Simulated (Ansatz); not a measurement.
```yaml
crystal:
  periodic: [false, false, false]
  atoms:
    - {symbol: C, position_ang: [-2.197746, 1.253053, 2.175392]}
    - {symbol: Cd, position_ang: [-0.916232, 0.552768, 0.659053]}
    - {symbol: C, position_ang: [0.323490, -0.233907, -0.941410]}
    - {symbol: C, position_ang: [0.552066, -1.750353, -0.856623]}
    - {symbol: C, position_ang: [-2.514294, 0.756905, 2.911263]}
    - {symbol: H, position_ang: [-2.564294, 0.456905, 2.861263]}
    - {symbol: H, position_ang: [-1.616403, 1.916584, 2.830677]}
    - {symbol: H, position_ang: [-3.019817, 1.713707, 1.792340]}
    - {symbol: H, position_ang: [-0.197357, -0.005191, -1.873685]}
    - {symbol: H, position_ang: [1.179181, -2.009896, 0.154182]}
    - {symbol: H, position_ang: [1.219393, -2.080958, -1.615580]}
    - {symbol: H, position_ang: [-0.356159, -2.324876, -0.809117]}
    - {symbol: H, position_ang: [2.225121, 0.367478, -0.129579]}
    - {symbol: H, position_ang: [2.317873, 0.208254, -1.877910]}
    - {symbol: H, position_ang: [1.514555, 1.593598, -1.159130]}
basis:
  gaussian: {orbitals: ANO-RCC-VTZP, final_grid: {core_spheres: 20, valence_spheres: 16, degree: 47}}
hamiltonian: {xc: {name: SPW92}}
```

```sh
$ ansatz run in.yaml --threads 2 --pin off --events-out ev --progress --plain --max-ram 22528MiB --backend cuda --devices 0, --max-vram 18GiB
```

Output, abridged:

```
Functional definition: SPW92
2035 factors; their error is unknown
mean field evaluation 1: about -156094.1597 eV, gradient 2.3e2 eV
mean field evaluation 2: about -155035.9149 eV, gradient 3.3e2 eV
mean field evaluation 4: about -156118.3212 eV, gradient 1.4e2 eV
mean field evaluation 8: about -156201.8785 eV, gradient 5.7e1 eV
mean field evaluation 16: about -156218.5366 eV, gradient 2.7e1 eV
mean field evaluation 32: about -156218.9464 eV, gradient 1.7e1 eV
mean field evaluation 64: about -156222.9208 eV, gradient 1.6e-2 eV
a density is far from that of the atoms, so the factors are made again for it
2077 factors; integrals over basis functions are off by at most 1.1e-3 eV
mean field -156222.94634850 eV, -5741.0873865910 hartree, gradient 1.3e-5 eV, S^2 0.000000; 0 other end points of the search recorded, 0 dependent functions left out
reference -156222.94643433 eV, -5741.0873897455 hartree; 41, 41 occupied and 287, 287 virtual orbitals, 2077 factors
Total energy: -156222.94643433 eV, -5741.0873897455 hartree
Relativity: scalar
```

In this input one atom was put on top of another. Self-consistency was reached. The result belongs to that input, not to the molecule as meant.
